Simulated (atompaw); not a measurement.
**u(r) = r·R(r): atom against pseudo-atom (Dy (Z = 66))**

Columns: radius, all-electron u(r) and pseudo u(r) of the 5s shell (level -49.07 eV) of dysprosium in the configuration [Kr] 4d10 4f10 5s2 5p6 5d0 6s2 6p0; LDA (PW92), scalar-relativistic, PAW (atompaw) scheme, atompaw 4.2.0.5.

```
r (bohr)  all-electron  pseudo
   0.115        0.1165  0.2247
   0.231        0.1990  0.4418
   0.346       -0.4174  0.6388
   0.462       -0.5224  0.8114
   0.577       -0.1955  0.9505
   0.692        0.2437  1.0538
   0.808        0.6189  1.1198
   0.923        0.8674  1.1478
   1.038        0.9977  1.1410
   1.154        1.0359  1.1031
   1.269        1.0098  1.0404
   1.385        0.9435  0.9583
   1.500        0.8566  0.8651
   1.615        0.7611  0.7667
   1.731        0.6646  0.6679
   1.846        0.5736  0.5751
   1.962        0.4896  0.4899
   2.077        0.4150  0.4151
   2.192        0.3495  0.3495
   2.308        0.2924  0.2924
   2.423        0.2438  0.2438
   2.538        0.2026  0.2026
   2.654        0.1675  0.1675
   2.769        0.1384  0.1384
   2.885        0.1139  0.1139
   3.000        0.0936  0.0936
```

(1) How many radial nodes do the two functions have?

(2) At about which radius was the pseudo-wave matched?

(3) Where does each function peak?

(4) Is the pseudo-wave norm-conserving?

Results:

(1) The all-electron 5s function has n − l − 1 = 4 (the table is too coarse to show those close to the nucleus); the pseudo-wave has 0, since the states of the same l below it are removed with the core.

(2) 2.10 bohr. The columns agree to 0.0005 from 1.96 bohr on; several derivatives are matched, so the curves merge somewhat inside the radius.

(3) Outermost all-electron maximum near 1.15 bohr, pseudo maximum near 0.92 bohr (to the table’s step).

(4) No, it belongs to a PAW set: the norm inside the radius is not constrained, and the difference is carried by the augmentation charge.
